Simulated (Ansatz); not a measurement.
N-butyl-N-methylpyrrolidinium cyclic bis(sulfonyl)imide (C12H20F6N2O4S2). Charge 0, multiplicity 1. Geometry PBE-D4/def2-SVP, basis def2-TZVP, Ansatz.

```xyz
46

C    -1.829    3.373   -1.817
C    -0.718    2.904   -0.879
C    -0.018    1.638   -1.397
C     0.882    1.040   -0.326
N     1.833   -0.057   -0.810
C     1.127   -1.044   -1.697
C     2.442   -0.773    0.417
C     3.952   -0.725    0.214
C     4.154    0.601   -0.527
C     3.023    0.564   -1.545
H    -1.452    3.564   -2.845
H    -2.295    4.310   -1.452
H    -2.623    2.601   -1.878
H     0.037    3.708   -0.727
H    -1.157    2.679    0.115
H     0.554    1.884   -2.321
H    -0.794    0.898   -1.680
H     0.270    0.593    0.479
H     1.536    1.807    0.136
H     0.205   -1.391   -1.190
H     1.813   -1.890   -1.881
H     0.873   -0.549   -2.651
H     2.118   -0.212    1.312
H     1.991   -1.780    0.497
H     4.300   -1.574   -0.411
H     4.490   -0.783    1.179
H     4.038    1.462    0.165
H     5.142    0.699   -1.018
H     3.276   -0.110   -2.386
H     2.716    1.541   -1.962
O     0.181   -3.065    0.959
S    -0.681   -1.967    1.466
O    -0.086   -0.977    2.401
N    -1.464   -1.349    0.168
S    -2.586   -0.169    0.419
O    -3.190    0.143   -0.894
O    -2.155    0.934    1.314
C    -3.888   -1.124    1.416
F    -4.849   -0.263    1.812
F    -4.432   -2.062    0.614
C    -3.291   -1.816    2.681
F    -2.885   -0.864    3.549
F    -4.289   -2.539    3.264
C    -2.101   -2.790    2.419
F    -1.633   -3.230    3.605
F    -2.534   -3.840    1.692
```

| run | HOMO (eV) | LUMO (eV) |
| --- | --- | --- |
| A | -6.69 | -0.89 |
| B | -6.60 | -0.63 |
| C | -7.56 | -0.47 |
| D | -9.34 | 0.47 |
| E | -6.23 | -0.97 |
| F | -7.81 | -0.16 |

B3LYP takes the VWN-RPA correlation. Single mean-field runs in def2-TZVP are fitted with def2-universal-jkfit.

**Question.** The runs used B3LYP, B97M-V, BHLYP, PBE, PBE0, r2SCAN. Estimate which is which.

**Answer.** A B97M-V (0 % exact exchange); B r2SCAN (0 % exact exchange); C B3LYP (20 % exact exchange); D BHLYP (50 % exact exchange); E PBE (0 % exact exchange); F PBE0 (25 % exact exchange). Exact exchange lowers occupied and raises empty levels; among semilocal functionals meta-GGAs tend to open the gap a little, and such runs are hard to tell apart. The gap grows from 5.26 eV (PBE) to 9.82 eV (BHLYP).
